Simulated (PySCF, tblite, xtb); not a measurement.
Dissociation curve of SMILES [CH3][GeH3] (CH6Ge). The Ge2–H8 bond (Ge2 also carries C, H, H; H8 carries nothing else) is stretched with both fragments frozen at the PBE0/def2-TZVP optimised geometry.

- NEVPT2 = SC-NEVPT2 on CASSCF(2,2)/cc-pVDZ, all electrons correlated (PySCF)
- UCCSD(T) = CCSD(T) on UHF/cc-pVDZ, 10 core orbitals frozen (PySCF 2.14.0)
- RKS-CAM-B3LYP = PySCF 2.14.0 with restricted CAM-B3LYP/cc-pVDZ
- GFN2-xTB, 300 K electronic temperature (tblite)
- GFN1-xTB (xtb)

Energies are in kJ/mol, each relative to the lowest point of its own curve near equilibrium.

| R / Å | NEVPT2 | UCCSD(T) | RKS-CAM-B3LYP | GFN2-xTB | GFN1-xTB |
|---|---|---|---|---|---|
| 1.17 | 204.9 | 201.8 | 198.9 | 196.9 | 202.1 |
| 1.23 | 130.8 | 127.7 | 126.0 | 107.4 | 110.7 |
| 1.30 | 70.9 | 68.3 | 67.3 | 46.9 | 48.2 |
| 1.39 | 25.0 | 23.3 | 22.9 | 10.6 | 10.5 |
| 1.45 | 8.8 | 7.7 | 7.5 | 1.7 | 1.4 |
| 1.49 | 2.9 | 2.3 | 2.2 | 0.0 | 0.0 |
| 1.54 | 0.0 | 0.0 | 0.0 | 1.3 | 1.9 |
| 1.57 | 0.3 | 0.6 | 0.7 | 3.4 | 4.7 |
| 1.62 | 3.6 | 4.5 | 4.7 | 8.6 | 11.2 |
| 1.68 | 11.3 | 12.9 | 13.2 | 17.0 | 21.5 |
| 1.78 | 30.9 | 33.6 | 34.1 | 34.1 | 43.2 |
| 1.89 | 58.5 | 62.3 | 63.3 | 55.2 | 70.4 |
| 2.07 | 109.2 | 114.8 | 117.6 | 93.9 | 116.4 |
| 2.33 | 180.4 | 189.7 | 198.2 | 152.7 | 178.3 |
| 2.57 | 235.5 | 248.9 | 267.3 | 204.0 | 228.6 |
| 2.76 | 270.0 | 286.6 | 316.4 | 240.6 | 263.4 |
| 3.10 | 312.0 | 333.5 | 391.1 | 295.5 | 315.6 |
| 3.41 | 333.2 | 353.1 | 445.9 | 333.5 | 354.3 |
| 3.80 | 345.7 | 360.8 | 500.1 | 366.9 | 393.8 |
| 4.17 | 350.5 | 362.8 | 539.3 | 386.5 | 423.5 |
| 4.67 | 352.6 | 363.6 | 577.9 | — | 453.5 |
| 5.32 | 353.3 | 363.9 | 610.2 | — | 477.6 |

At the longest distance, 5.32 Å, RKS-CAM-B3LYP lies highest above its minimum (610.2 kJ/mol) and NEVPT2 lowest (353.3 kJ/mol).

A dash means that the run gave no value there, or that the column was ended at a point which the program doubted or which failed a test of continuity chosen for this set; such a test can also cut sound points.

The unrestricted determinant behind UCCSD(T) is spin-contaminated at 2.33 to 5.32 Å (<S²> up to 1.0, against 0.00 for a pure singlet). At the longest distance RKS-CAM-B3LYP leaves fractional charges on the fragments, a sign of delocalisation error or of the restricted form. The restricted form behind RKS-CAM-B3LYP keeps the bonding electrons paired and can't separate into open-shell fragments.
